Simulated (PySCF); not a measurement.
# Calculated NMR parameters of C[C@@H](C#N)[SiH2]C#CC#N

| Item | Value |
| --- | --- |
| Formula | C6H6N2Si |
| SMILES | C[C@@H](C#N)[SiH2]C#CC#N |
| InChI | InChI=1S/C6H6N2Si/c1-6(5-8)9-4-2-3-7/h6H,9H2,1H3/t6-/m0/s1 |
| Point group of the computed structure | C1 |
| Degrees of unsaturation | 6 |
| Carbon signals | 6 |
| Proton signals | 4 |

Atom-mapped SMILES (the numbers label the heavy atoms): `[CH3:1][C@@H:2]([C:3]#[N:4])[SiH2:5][C:6]#[C:7][C:8]#[N:9]`. Hydrogens are named by the atom that carries them. Ha(Si5) is pro-R; Hb(Si5) is pro-S.

PySCF 2.14.0 with density-fitted response routines calculation with GIAO PBE0/pcSseg-1 shieldings and geometry: GFN2-xTB; gas phase, non-relativistic, averaged over atoms made equivalent by symmetry, fast rotation or ring inversion, a single conformation.

Chemical shifts δ = σref − σ; 1H and 13C and 29Si vs TMS; NH3 for 15N, all at this level.

| carbon | δC, type | δH (multiplicity) | HMBC from (2–3 bonds) | span of the C tensor (ppm) |
| --- | --- | --- | --- | --- |
| C1 | 16.6, CH3 | 1.60 (d) | Hb(Si5), Ha(Si5), H(C2) | 26 |
| C2 | 9.0, CH | 2.04 (m) | Hb(Si5), Ha(Si5), H(C1) | 20 |
| C3 | 124.5, C | – | Hb(Si5), Ha(Si5), H(C2), H(C1) | 354 |
| C6 | 89.3, C | – | Hb(Si5), Ha(Si5), H(C2) | 297 |
| C7 | 90.6, C | – | Hb(Si5), Ha(Si5) | 245 |
| C8 | 110.9, C | – | – | 320 |

Other nuclei:
| atoms | nucleus | environment | δ (ppm) | σ (ppm) |
| --- | --- | --- | --- | --- |
| Hb(Si5) | 1H | hydrogen on a silicon bonded to 2 C | 4.68 | 27.03 |
| Ha(Si5) | 1H | hydrogen on a silicon bonded to 2 C | 4.45 | 27.26 |
| Si5 | 29Si | silicon bonded to 2 C, 2 H | -57.4 | 406.6 |
| N9 | 15N | nitrile nitrogen | 312.4 | -44.7 |
| N4 | 15N | nitrile nitrogen | 300.8 | -33.1 |

- Carbon types of the structure: 4 × C, 1 × CH, 1 × CH3, leaving 2 H on heteroatoms.
- δC 124.5, 110.9: nitrile carbon; typical of a nitrile.
- δC 90.6, 89.3: alkyne carbon; sp carbons lie upfield of alkene carbons because the cylindrical π system leaves one tensor component strongly shielded.
- δC 16.6: methyl carbon; aliphatic region, no heteroatom directly attached.
- δC 9.0: sp3 CH bonded to Si, α to a nitrile; an electropositive neighbour leaves it electron-rich and shielded.
- δH 4.68, 4.45: hydrogen on a silicon bonded to 2 C.

Shifts are as computed. Against solution values, carbons near 30 ppm lie about +3 ppm off and those near 130 ppm about +5 ppm. Of 1309 compounds with measured shifts, 239 miss one by over three times the rms of a fit or turn the order of signals round; such compounds aren't used in these exercises. Experimental scales use liquid or dissolved standards, which lie at an offset from isolated NH3 (liquid NH3: subtract about 20 ppm). Unscaled 15N shifts of sp2 nitrogen come out 20 to 40 ppm too high even then. No couplings were computed; multiplicities are counted from neighbouring protons, with m where these are inequivalent, close in shift, in a saturated or five-membered ring or joined by F or P, and br s for small geminal =CH2 splittings.
